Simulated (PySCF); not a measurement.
F2H5NSi2, SMILES N[SiH2][SiH](F)F.

The structure is a stationary point at PBE-D3(BJ)/def2-SVP. The structure was generated by enumeration, and PubChem lists no compound with its InChIKey, so it may never have been made. Other conformers were not sampled.

These are SMD-B3LYP/6-31G* (PySCF) values and carry that method's errors.

Solvation free energies are E(SMD) − E(gas) at the gas-phase geometry, for 1 M in both phases. In vacuum the dipole moment is 0.89 D.

Q: Rank water, tetrahydrofuran, methanol by solvation free energy, most negative first.

A: methanol (-5.2 kcal/mol), tetrahydrofuran (-3.8 kcal/mol), water (-1.8 kcal/mol)
